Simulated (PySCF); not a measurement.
## SiF₂ to SiF₄: adding ligands

Level: PBE0 in the def2-TZVP basis family, all electrons, no relativity, computed in PySCF with density fitting; open shells unrestricted.

Each entry is the lowest minimum that a search over a few typed start shapes (and spin states, where more than one is plausible) found, or that minimum re-optimised at the stated level; isomers with ligand–ligand bonds, or fragments after loss of a ligand pair, can lie lower.

```tsv
molecule	2S+1	point group	mean bond to Si (Å)	dipole (D)	polar-tensor charge of Si	distinct angles (°)	atomisation (kJ/mol)
SiF₂	1	C2v	1.601	1.09	1.09	101	1203
SiF₃	2	C3v	1.581	1.15	1.75	108	1652
SiF₄	1	Td	1.562	0.00	2.37	109	2317
```

The bond shortens at every step; the largest change, -0.020 Å, falls between SiF₂ and SiF₃ among the members listed.

The shape changes along the series: C2v for SiF₂; C3v for SiF₃; Td for SiF₄.

Left out of the table are members whose search was unfinished or whose lowest solution was spin-contaminated, unstable, very soft or bonded differently.
